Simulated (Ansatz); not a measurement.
`[CH3][Nb]([CH3])(=[O])[OH]` + `OC1=CC1` → `[CH3][Nb](=[O])([OH])[OH]` + `CC1=CC1`  (formal exchange of groups at the Nb–C bond)

Program: Ansatz. Geometries: PBE0-D4/def2-TZVP. ΔE: electronic, gas phase. CBS: MP2 limit from def2 TZ/QZ plus the TZ coupled-cluster correction, frozen cores. Functionals use def2-TZVPP. HSE06 is defined as in plane-wave codes. def2 core potentials past Kr. For Nb outer-core shells are correlated without core-valence functions, which leaves a few kJ/mol of doubt a bond. Each species was taken in one conformer, which may not be the lowest.

`[CH3][Nb]([CH3])(=[O])[OH]`:

```xyz
12

C     1.176    1.425    0.156
Nb   -0.373    0.127   -0.591
C    -1.035   -1.173    0.995
O    -1.687    1.117   -0.987
O     0.182   -0.842   -2.127
H     2.106    0.878    0.344
H     0.827    1.850    1.106
H     1.388    2.260   -0.516
H    -1.216   -0.552    1.882
H    -0.276   -1.922    1.248
H    -1.971   -1.685    0.759
H     0.880   -1.483   -2.269
```

`OC1=CC1`:

```xyz
8

O     0.728    1.632   -0.478
C     0.308    0.386   -0.295
C     0.313   -0.841   -0.676
C    -0.523   -0.489    0.552
H     0.345    2.190    0.205
H     0.616   -1.641   -1.325
H    -1.613   -0.455    0.471
H    -0.173   -0.782    1.546
```

`[CH3][Nb](=[O])([OH])[OH]`:

Z-matrix (Å, degrees):
```
C
Nb 1 2.157
H 1 1.094 2 110.4
H 1 1.094 2 110.4 3 119.2
H 1 1.095 2 110.6 3 -120.4
O 2 1.697 1 105.0 3 -59.5
O 2 1.897 1 107.9 3 -178.0
O 2 1.897 1 107.9 3 59.0
H 7 0.958 2 130.8 1 115.0
H 8 0.958 2 130.8 1 -115.0
```

`CC1=CC1`:

```xyz
10

C     0.507   -1.146   -0.778
C     0.135    0.077   -0.060
C     0.336    1.304    0.279
C    -0.895    0.672    0.853
H     1.432   -1.016   -1.342
H     0.636   -1.975   -0.076
H    -0.288   -1.439   -1.469
H     0.930    2.201    0.230
H    -0.916    0.383    1.905
H    -1.877    0.940    0.457
```

```tsv
level	ΔE (kJ/mol)	difference from CCSD(T)/CBS
revPBE-D4	-207.7	11.3
BLYP-D4	-214.5	4.5
r2SCAN0-D4	-214.5	4.5
HSE06-D4	-209.3	9.7
CAM-B3LYP-D4	-220.9	-1.9
r2SCAN	-213.8	5.2
r2SCAN0	-214.6	4.4
MP2/def2-SVP	-233.0	-14.0
CCSD(T)/def2-SVP	-230.0	-11.0
CCSD/def2-TZVPP	-218.6	0.4
CCSD(T)/CBS	-219.0	0
```

(1) What do rigid-rotor, harmonic-oscillator terms from PBE0-D4/def2-TZVP frequencies (298.15 K, 1 bar) make of the CCSD(T)/CBS value? (Estimate.)

Largest T1 diagnostic among the species: 0.022, so the coupled-cluster value is less sure than usual.

## Answers

(1) Computed: ΔZPE = +8.0 kJ/mol, ΔH = -213.5 kJ/mol, ΔS = -25 J/(mol·K), ΔG = -206.1 kJ/mol.

In def2-TZVPP, CCSD(T) changes the Hartree–Fock value by +7.7 kJ/mol (the triples alone add +1.0 kJ/mol) and MP2 by +3.1 kJ/mol. From BLYP to BHLYP (50 % exact exchange), in def2-TZVPP and without D4, ΔE moves by −7.6 kJ/mol.
